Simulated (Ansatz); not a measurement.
Cost and result for the atomization energy of `CB(O)[SiH2][SiH3]` (14 atoms, 13 bonds).

Cartesian coordinates in Å:
```
C -1.902 -0.826 -0.499
B -1.148 0.516 -0.227
O -1.858 1.548 0.299
Si 0.850 0.716 -0.594
Si 2.082 -0.572 0.924
H -1.448 -1.643 0.073
H -1.806 -1.118 -1.550
H -2.963 -0.772 -0.245
H -1.346 2.348 0.439
H 1.291 2.139 -0.460
H 1.207 0.261 -1.970
H 1.686 -2.003 0.813
H 1.808 -0.125 2.318
H 3.547 -0.469 0.681
```

Total charge 0; spin multiplicity 1. The geometry is a stationary point of PBE0-D4/def2-TZVP. It is one conformer, not always the lowest. Program: Ansatz. All runs use 4 threads of an Intel Xeon Platinum 8488C on a shared host. Times are those of one run each, without the atoms' runs, and a repeat can differ threefold. Electronic energies, without spin–orbit coupling; frozen cores. CCSD(T)/CBS adds CCSD(T) − MP2 in def2-TZVPP to the MP2 limit, and its time is that of the two runs behind it. T1 = 0.014. B3LYP takes the VWN-RPA correlation (the form of Gaussian; ORCA's B3LYP/G).

CCSD(T)/CBS is a level of theory with its own doubt, some kJ/mol a heavy atom from the limit and from the frozen cores, so smaller differences don't rank the functionals.

```json
{"level": "PBE-D4/def2-TZVPP (with forces)", "functions": "303", "wall time": "2.4 s"}
{"level": "PBE0-D4/def2-TZVPP", "functions": "303", "wall time": "3 s"}
{"level": "r2SCAN-D4/def2-TZVPP (with forces)", "functions": "303", "wall time": "3.6 s"}
{"level": "B3LYP-D4/def2-TZVPP (with forces)", "functions": "303", "wall time": "4.8 s"}
{"level": "B2PLYP/def2-TZVPP", "functions": "303", "wall time": "6 s"}
{"level": "ωB97X-V/def2-TZVPP", "functions": "303", "wall time": "7 s"}
{"level": "ωB97M-V/def2-TZVPP (with forces)", "functions": "303", "wall time": "9.5 s"}
{"level": "MP2/def2-QZVPP", "functions": "581", "wall time": "25 s"}
{"level": "CCSD(T)/def2-TZVPP", "functions": "303", "wall time": "7.2 min"}
{"level": "CCSD(T)/CBS(def2)", "functions": "–", "wall time": "7.6 min"}
```

What atomization energy does each give, and how far from CCSD(T)/CBS? (An estimate is asked.)

Computed: 
```
                             level  atomization (kJ/mol)  difference from CCSD(T)/CBS  per bond
   PBE-D4/def2-TZVPP (with forces)                4886.0                         33.0       2.5
                PBE0-D4/def2-TZVPP                4841.9                        -11.1      -0.9
r2SCAN-D4/def2-TZVPP (with forces)                4875.1                         22.1       1.7
 B3LYP-D4/def2-TZVPP (with forces)                4859.8                          6.8       0.5
                 B2PLYP/def2-TZVPP                4798.7                        -54.3      -4.2
                ωB97X-V/def2-TZVPP                4881.1                         28.1       2.2
  ωB97M-V/def2-TZVPP (with forces)                4865.0                         12.0       0.9
                    MP2/def2-QZVPP                4826.8                        -26.2      -2.0
                CCSD(T)/def2-TZVPP                4740.5                       -112.5      -8.7
                 CCSD(T)/CBS(def2)                4853.0                          0.0       0.0
```

The D4 term adds +46.3 kJ/mol with B3LYP and +24.8 kJ/mol with PBE0; it sums over pairs of atoms, weighted by their polarisabilities, and B3LYP, whose exchange is more repulsive, gets the larger term. From PBE to PBE0 (25 % exact exchange), in def2-TZVPP and without D4, the atomization energy moves by −40.0 kJ/mol: exact exchange takes away binding that semilocal exchange gives to molecules. In def2-TZVPP, CCSD(T) changes the Hartree–Fock value by +1052.3 kJ/mol (the triples alone add +52.7 kJ/mol) and MP2 by +1072.1 kJ/mol; breaking electron pairs costs correlation energy, which Hartree–Fock lacks.
